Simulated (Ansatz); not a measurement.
A structure relaxed at PBE0-D4/def2-TZVP, charge 0, multiplicity 1:

```xyz
28

C    -0.500    2.341    0.984
C    -0.325    0.872    1.335
P    -0.449   -0.217   -0.132
C    -2.186   -0.055   -0.694
C    -3.269   -0.273    0.349
C    -0.353   -1.905    0.571
C     1.060   -2.279    0.992
Cu    1.048    0.225   -1.674
S     2.481    0.663   -3.207
C     4.052    0.892   -2.310
H     0.207    2.645    0.208
H    -0.334    2.971    1.860
H    -1.507    2.550    0.615
H     0.668    0.701    1.759
H    -1.052    0.552    2.089
H    -2.293   -0.762   -1.523
H    -2.270    0.938   -1.144
H    -3.199    0.451    1.164
H    -4.258   -0.161   -0.101
H    -3.220   -1.273    0.784
H    -1.049   -1.993    1.410
H    -0.705   -2.584   -0.213
H     1.427   -1.634    1.794
H     1.096   -3.307    1.357
H     1.753   -2.192    0.152
H     4.824    1.120   -3.046
H     4.349   -0.010   -1.774
H     4.000    1.723   -1.605
```

Task: Give its formula and SMILES.

Result: C7H18CuPS, `CC[P+](CC)(CC)[Cu-][S]C`.

Task: Point group (tolerance 0.08 Å, 0.16 Å for H)?

Result: C1.

Task: Summarise the bond lengths by kind.

Result: 3 × C–C 1.520 to 1.522 Å; 18 × C–H 1.091 to 1.094 Å; 3 × C–P 1.831 to 1.833 Å; 1 × Cu–P 2.194 Å; 1 × Cu–S 2.143 Å; 1 × C–S 1.823 Å.

Computed with Ansatz.
